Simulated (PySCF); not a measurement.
# Energy of N²⁺ (nitrogen, charge +2) between two integer charges

The 2p alpha orbital of [He] 2s2 2p1 is emptied in steps (occupation f), with all orbitals relaxed, ending at [He] 2s2. All numbers are calculated (PySCF 2.14, no relativity, point nucleus, in def2-TZVPPD (6s3p3d1f, 37 functions)). The exact energy is a straight line in f; departures are measured from the line between the end points of the same method.

| f | UHF (eV) | LDA (eV) | PBE (eV) | PBE0 (eV) | r2SCAN (eV) | LC-wPBE (eV) | BHandHLYP (eV) | wB97X (eV) | CAM-B3LYP (eV) | B3LYP (eV) |
| --- | --- | --- | --- | --- | --- | --- | --- | --- | --- | --- |
| 1 | 0.000 | 0.000 | 0.000 | 0.000 | 0.000 | 0.000 | 0.000 | 0.000 | 0.000 | 0.000 |
| 0.8 | 0.116 | -1.491 | -1.473 | -1.079 | -1.343 | -0.626 | -0.692 | -0.639 | -0.847 | -1.166 |
| 0.6 | 0.171 | -2.240 | -2.210 | -1.616 | -1.998 | -0.934 | -1.033 | -0.949 | -1.265 | -1.745 |
| 0.4 | 0.168 | -2.240 | -2.206 | -1.610 | -1.978 | -0.925 | -1.025 | -0.934 | -1.256 | -1.736 |
| 0.2 | 0.111 | -1.491 | -1.463 | -1.066 | -1.304 | -0.607 | -0.676 | -0.606 | -0.828 | -1.147 |
| 0 | 0.000 | 0.000 | 0.000 | 0.000 | 0.000 | 0.000 | 0.000 | 0.000 | 0.000 | 0.000 |

```csv
method,E(f=0) − E(f=1) (eV),−ε at f=1 (eV),−ε at f=0.4 (eV)
UHF,47.297,48.030,47.144
LDA,47.860,38.572,49.736
PBE,48.023,38.828,49.898
PBE0,48.005,41.257,49.386
r2SCAN,48.219,39.776,49.979
LC-wPBE,48.175,44.255,49.004
BHandHLYP,48.136,43.794,49.037
wB97X,47.777,43.764,48.649
CAM-B3LYP,48.231,42.932,49.333
B3LYP,48.296,41.001,49.800
```

Orbital energy along the path (eV):

```csv
f,UHF,LDA,PBE,PBE0,r2SCAN,LC-wPBE,BHandHLYP,wB97X,CAM-B3LYP,B3LYP
1,-48.030,-38.572,-38.828,-41.257,-39.776,-44.255,-43.794,-43.764,-42.932,-41.001
0.8,-47.721,-42.252,-42.491,-43.964,-43.231,-45.837,-45.555,-45.405,-45.068,-43.932
0.6,-47.426,-45.982,-46.191,-46.681,-46.643,-47.430,-47.308,-47.045,-47.210,-46.875
0.4,-47.144,-49.736,-49.898,-49.386,-49.979,-49.004,-49.037,-48.649,-49.333,-49.800
0.2,-46.874,-53.475,-53.561,-52.047,-53.183,-50.511,-50.714,-50.155,-51.394,-52.659
0,-46.615,-57.127,-57.076,-54.596,-56.245,-51.878,-52.296,-51.389,-53.323,-55.368
```

Reference removal energy between the ground levels: 47.445 eV (semi-empirical (NIST evaluation); NIST Atomic Spectra Database, ionization energies). The calculation has no spin-orbit coupling. UHF lacks correlation.
